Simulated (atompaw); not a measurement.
**Cutoff test, Fe (Z = 26), PAW (atompaw)**

iron, PAW, made with atompaw 4.2.0.5 (PBE, scalar-relativistic). Core [Ar], reference 3d6 4s1.5 4p0.5. Waves: 4s (bound): rc 2.30 bohr; 4s channel at 0.6 Ry: rc 2.75 bohr; 4p (bound): rc 2.75 bohr; 4p channel at 1.6 Ry: rc 2.75 bohr; 3d (bound): rc 2.10 bohr; 3d channel at 0.4 Ry: rc 2.10 bohr. Local part: bessel scheme, radius 1.95 bohr. Core correction: smooth core density matched at 2.05 bohr. Augmentation charge: sinc compensation charge, radius 2.50 bohr; PAW radius 2.75 bohr; waves and projectors: custom rrkj vanderbiltortho.

The pseudo-atom Hamiltonian at the reference potential is diagonalised in spherical Bessel functions j_l(qr) that vanish at 20 bohr, with q² up to the cutoff. All-electron valence levels (Ry): 4s -0.4309, 4p -0.1289, 3d -0.6165.

Task: How do the lowest levels (Ry) of each channel move with the cutoff, and are there ghosts?

Result:

```csv
cutoff (Ry),s #1,s #2,p #1,p #2,d #1,d #2,f #1,Σ f·Δε (mRy)
8,-0.4308,-0.0189,-0.1289,0.0270,-0.4614,0.0419,0.0944,930.7
10,-0.4308,-0.0189,-0.1289,0.0270,-0.5384,0.0414,0.0944,468.9
15,-0.4309,-0.0189,-0.1289,0.0270,-0.6008,0.0410,0.0944,94.5
18,-0.4309,-0.0189,-0.1289,0.0270,-0.6129,0.0408,0.0944,22.0
25,-0.4309,-0.0189,-0.1289,0.0270,-0.6161,0.0406,0.0944,2.2
30,-0.4309,-0.0189,-0.1289,0.0270,-0.6163,0.0404,0.0944,1.5
40,-0.4309,-0.0189,-0.1289,0.0270,-0.6165,0.0403,0.0944,0.2
45,-0.4309,-0.0189,-0.1289,0.0270,-0.6165,0.0403,0.0944,0.2
400,-0.4309,-0.0189,-0.1289,0.0270,-0.6165,0.0403,0.0944,0.0
```

Result: no extra level below or beside the all-electron valence levels (s, p, d, f tested); 10 mRy is reached at 21 Ry and 1 mRy at 35 Ry.
